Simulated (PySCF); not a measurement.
Molfile (atoms numbered from 1):
```
C5H6OS
     RDKit          3D

 13 13  0  0  0  0  0  0  0  0999 V2000
    1.9894   -0.2633   -0.2665 C   0  0  0  0  0  0  0  0  0  0  0  0
    0.8604    0.5580   -0.3605 O   0  0  0  0  0  0  0  0  0  0  0  0
   -0.3370   -0.0424   -0.2487 C   0  0  0  0  0  0  0  0  0  0  0  0
   -1.5290    0.7439   -0.3095 C   0  0  0  0  0  0  0  0  0  0  0  0
   -2.6542   -0.0193   -0.1777 C   0  0  0  0  0  0  0  0  0  0  0  0
   -2.2860   -1.6842    0.0205 S   0  0  0  0  0  0  0  0  0  0  0  0
   -0.5919   -1.3844   -0.0727 C   0  0  0  0  0  0  0  0  0  0  0  0
    2.0100   -1.0181   -1.0734 H   0  0  0  0  0  0  0  0  0  0  0  0
    2.0295   -0.7863    0.7062 H   0  0  0  0  0  0  0  0  0  0  0  0
    2.8694    0.3853   -0.3608 H   0  0  0  0  0  0  0  0  0  0  0  0
   -1.5184    1.8254   -0.4438 H   0  0  0  0  0  0  0  0  0  0  0  0
   -3.6908    0.3141   -0.1859 H   0  0  0  0  0  0  0  0  0  0  0  0
    0.1139   -2.2074    0.0075 H   0  0  0  0  0  0  0  0  0  0  0  0
  1  2  1  0
  2  3  1  0
  3  4  1  0
  4  5  2  0
  5  6  1  0
  6  7  1  0
  7  3  2  0
  1  8  1  0
  1  9  1  0
  1 10  1  0
  4 11  1  0
  5 12  1  0
  7 13  1  0
M  END
```

Geometry: PBE0-D3(BJ)/def2-SVP; GIAO shifts from PySCF 2.14, gas phase, non-relativistic, averaged over equivalent atoms.

At PBE0/cc-pVTZ (298 basis functions, 49 s wall time on 1 thread of an Arm Neoverse V1, shared host):
```csv
atoms,δ (ppm)
C3,163.0
C5,131.4
C4,122.7
C7,98.8
C1,55.5
O2,99.3
S6,181.2
H12,7.22
H11,6.72
H13,6.08
H8/H9/H10,3.65
```

Shifts are taken against calculated references (same method and geometry level): ¹³C (187.29 ppm) and ¹H (31.29 ppm) vs TMS; ¹⁷O (334.84 ppm) against H2O; ³³S (524.82 ppm) vs CS2.

What do these become at HF/pcSseg-2?

Results:


```json
{"atoms": "C3", "δ at HF/pcSseg-2": "167.5", "change": "+4.5"}
{"atoms": "C5", "δ at HF/pcSseg-2": "144.8", "change": "+13.4"}
{"atoms": "C4", "δ at HF/pcSseg-2": "128.0", "change": "+5.3"}
{"atoms": "C7", "δ at HF/pcSseg-2": "104.0", "change": "+5.2"}
{"atoms": "C1", "δ at HF/pcSseg-2": "53.1", "change": "-2.4"}
{"atoms": "O2", "δ at HF/pcSseg-2": "57.5", "change": "-41.8"}
{"atoms": "S6", "δ at HF/pcSseg-2": "154.5", "change": "-26.7"}
{"atoms": "H12", "δ at HF/pcSseg-2": "7.56", "change": "+0.34"}
{"atoms": "H11", "δ at HF/pcSseg-2": "6.94", "change": "+0.22"}
{"atoms": "H13", "δ at HF/pcSseg-2": "6.14", "change": "+0.06"}
{"atoms": "H8/H9/H10", "δ at HF/pcSseg-2": "3.59", "change": "-0.06"}
```

Referencing at the same level of theory: TMS for ¹³C (191.47 ppm), ¹H (31.68 ppm); H2O for ¹⁷O (326.33 ppm); ³³S (522.21 ppm) against CS2.

The largest change is at O2 (ether oxygen). Cost: 343 basis functions, 65 s wall time on 1 thread of an x86-64 server CPU, shared host. The order of the carbon signals is the same at both levels.

Experimental scales use liquid or dissolved standards, which lie at an offset from isolated H2O (liquid H2O: subtract about 36 ppm).
